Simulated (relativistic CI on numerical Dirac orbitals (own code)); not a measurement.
**Level scheme of Re32+**

Method of calculation: Dirac-Coulomb-Breit CI, KLI orbitals optimised for each configuration, QED by a radiative potential, unscaled Slater integrals (own radial code, finite nucleus).

Configurations in the expansion (outside the closed core [Ar] 3d10): 4s2.4p6.4d7, 4s2.4p5.4d8, 4s2.4p6.4d6.4f, 4s.4p6.4d8, 4s2.4p5.4d7.4f, 4s.4p6.4d7.4f, 4s2.4p6.4d6.5s, 4s2.4p6.4d5.4f.5s, 4s2.4p6.4d6.5p, 4s2.4p5.4d7.5s, 4s2.4p6.4d6.5f, 4s2.4p6.4d5.5s.5p, 4p6.4d8.4f, 4s2.4p6.4d6.6s, 4s.4p6.4d7.5s, 4p6.4d9, 4p5.4d10, 4p5.4d9.4f, 4s2.4p6.4d5.5s2, 4s2.4p6.4d4.4f.5s2, 4s2.4p5.4d5.4f.5s2, 4s.4p6.4d5.4f.5s2, 4p6.4d8.5s, 4p5.4d9.5s, 4p5.4d8.4f.5s, 4p6.4d7.5s2, 4p5.4d8.5s2, 4p6.4d6.4f.5s2, 4p5.4d7.4f.5s2. Double excitations out of closed p, d and f shells are left out; levels of such configurations are missing from the list, as are those of other unlisted configurations, and high levels can miss mixing partners.

The lowest level is 4s2.4p6.4d7 4F_9/2, with 63 % of that term; Hund's rules for 4s2.4p6.4d7 give 4F with J = 9/2, in agreement.

```tsv
No.	Configuration	Term	J	E (eV)	%	Next component (%)	Lifetime (s)
1	4s2.4p6.4d7	4F	9/2	0.000	63	32 2G	
2	4s2.4p6.4d7	2P	3/2	5.243	49	26 2D	
3	4s2.4p6.4d7	2D	5/2	8.126	47	25 4P	2.15e-01
4	4s2.4p6.4d7	4F	7/2	16.842	87	11 2G	1.51e-05
5	4s2.4p6.4d7	2H	9/2	20.034	35	32 2G	2.25e-05
6	4s2.4p6.4d7	4F	3/2	20.960	36	34 4P	1.94e-05
7	4s2.4p6.4d7	4P	5/2	21.575	59	26 4F	3.27e-05
8	4s2.4p6.4d7	4P	1/2	22.563	52	47 2P	2.11e-05
9	4s2.4p6.4d7	2H	11/2	23.315	99	1 4s2.4p5.4d7.4f 2H	2.60e-04
10	4s2.4p6.4d7	2G	7/2	25.817	51	45 2F	9.27e-05
11	4s2.4p6.4d7	2F	5/2	28.176	67	26 2D	5.49e-05
12	4s2.4p6.4d7	2D	3/2	35.403	77	17 4F	2.26e-05
13	4s2.4p6.4d7	4F	5/2	37.409	54	39 2D	6.86e-06
14	4s2.4p6.4d7	4P	3/2	38.912	35	31 2P	9.87e-06
15	4s2.4p6.4d7	2H	9/2	40.754	59	35 2G	1.33e-05
16	4s2.4p6.4d7	2P	1/2	41.007	52	47 4P	1.16e-05
17	4s2.4p6.4d7	2F	7/2	42.458	53	37 2G	1.30e-05
18	4s2.4p6.4d7	2D	5/2	52.824	74	18 2F	8.21e-06
19	4s2.4p6.4d7	2D	3/2	60.571	58	20 4F	4.44e-06
20	4p5.4d8(3F)	4G°	11/2	185.621	89	6 2H°	9.68e-11
21	4p5.4d8(3F)	4F°	9/2	187.893	49	24 2G°	1.96e-11
22	4p5.4d8(1D)	2D°	5/2	187.975	52	16 2F°	3.39e-11
23	4p5.4d8(1D)	2P°	1/2	189.940	36	26 2S°	1.77e-11
24	4p5.4d8(1D)	2F°	7/2	190.286	50	35 4D°	6.80e-11
25	4p5.4d8(3F)	4D°	7/2	192.439	32	17 2F°	1.43e-11
26	4p5.4d8(1D)	2P°	3/2	195.046	24	14 4s2.4p6.4d6.4f 2P°	1.45e-11
27	4d6(3F).4f	4G°	9/2	198.424	23	16 2H°	1.77e-10
28	4d6(5D).4f	6G°	11/2	199.064	27	22 4G°	5.03e-10
29	4p5.4d8(3F)	2D°	5/2	199.145	24	14 4s2.4p6.4d6.4f 2D°	3.77e-11
30	4d6(3P).4f	4D°	3/2	201.807	23	14 4F°	1.97e-10
31	4d6(5D).4f	6D°	5/2	201.899	21	15 4D°	1.26e-10
32	4d6(5D).4f	6G°	13/2	201.985	36	29 4H°	5.49e-07
33	4d6(3F).4f	4F°	7/2	202.302	15	14 6F°	3.40e-11
34	4d6(3P).4f	4D°	1/2	202.522	54	23 2P°	4.32e-10
35	4p5.4d8(1S)	2P°	3/2	202.709	25	20 4D°	3.94e-11
36	4d6(3P).4f	4G°	9/2	204.578	19	16 4s2.4p5.4d8 4G°	5.66e-11
37	4d6(3P).4f	4F°	5/2	204.580	21	15 6G°	3.66e-11
38	4p5.4d8(3F)	4F°	7/2	204.668	30	16 4s2.4p6.4d6.4f 4F°	2.84e-11
39	4p5.4d8(3F)	4G°	9/2	204.902	37	24 2G°	4.31e-11
40	4d6(3P).4f	4F°	3/2	205.300	21	14 2D°	5.92e-11
41	4d6(3P).4f	4F°	7/2	205.715	25	16 4G°	2.60e-10
42	4p5.4d8(3P)	2S°	1/2	206.420	29	17 4D°	2.35e-11
43	4p5.4d8(3F)	4D°	5/2	206.466	31	15 4s2.4p6.4d6.4f 4D°	1.65e-11
44	4d6(3P).4f	4F°	7/2	206.835	17	16 2F°	4.35e-11
45	4d6(5D).4f	4H°	13/2	207.300	25	23 2I°	7.12e-08
46	4d6(5D).4f	6H°	15/2	207.369	41	38 4I°	1.49e-03
47	4p5.4d8(3F)	2D°	3/2	208.162	30	10 4s2.4p6.4d6.4f 2D°	1.65e-11
48	4d6(3F).4f	2G°	9/2	209.601	21	15 4F°	3.46e-11
49	4d6(3P).4f	4G°	11/2	209.750	33	29 6F°	2.46e-09
50	4p5.4d8(3P)	4S°	3/2	209.773	23	17 4D°	1.55e-11
51	4p5.4d8(3P)	4P°	5/2	210.011	41	13 4D°	3.26e-11
52	4d6(3P).4f	4F°	9/2	210.374	36	16 2G°	4.99e-10
53	4d6(1S).4f	2F°	5/2	210.678	25	17 4D°	4.45e-11
54	4p5.4d8(1G)	2G°	7/2	210.790	41	21 2F°	2.04e-11
55	4d6(3P).4f	4D°	3/2	211.206	29	22 6F°	3.25e-11
56	4s2.4p6.4d6.4f	4G°	11/2	211.743	14	14 2I°	2.40e-11
57	4p5.4d8(3P)	4D°	5/2	211.830	28	25 2F°	2.18e-11
58	4d6(5D).4f	6D°	1/2	211.956	27	25 4P°	2.81e-11
59	4p5.4d8(1D)	2F°	7/2	212.317	17	16 4s2.4p6.4d6.4f 2F°	2.69e-11
60	4p5.4d8(1G)	2G°	9/2	213.767	32	24 4s2.4p6.4d6.4f 2G°	1.34e-11
61	4d6(3P).4f	4G°	5/2	214.006	21	15 4F°	3.99e-11
62	4d6(5D).4f	6G°	7/2	214.080	21	18 4G°	4.46e-11
63	4p5.4d8(1G)	2H°	11/2	214.303	77	11 4s2.4p6.4d6.4f 2H°	4.83e-11
64	4d6(5D).4f	6G°	9/2	214.337	32	19 4I°	2.28e-10
65	4s2.4p6.4d6.4f	4F°	3/2	215.766	23	23 2D°	2.61e-11
66	4d6(5D).4f	6D°	1/2	215.892	32	24 4P°	7.62e-11
67	4d6(3H).4f	4I°	11/2	216.052	35	18 4H°	3.31e-10
68	4d6(5D).4f	6G°	3/2	216.404	19	16 4P°	4.82e-11
69	4s2.4p6.4d6.4f	2G°	9/2	216.602	17	13 4H°	1.17e-09
70	4d6(5D).4f	6H°	7/2	216.796	18	16 4G°	4.22e-11
```

Energies count from the lowest computed level; ° marks odd parity; lifetimes are radiative, by E1, M1, E2, M2, E3 decay to levels of this space only; some are left blank where a channel outside the calculation adds to the decay or the decay crosses a small, uncertain gap. Percentages are summed over parent terms; the parents shown are those of the largest component, closed shells are left out there.

The mean weight of the leading LS term, summed over parents, in these 70 levels is 38 %, and that of the leading jj configuration (from the same eigenvectors) 72 %, so jj coupling describes them better and the LS labels are nominal.

At this charge energies of transitions that change n are usually good to better than 1 %, and those within a shell (Δn = 0) to a few per cent. Terms inside the open d or f shell come out 10 to 20 % too wide with unscaled integrals.

LS names give the leading component of a level, which can be under half, so a name can repeat, a term be missing and a line seem to break the LS rules.
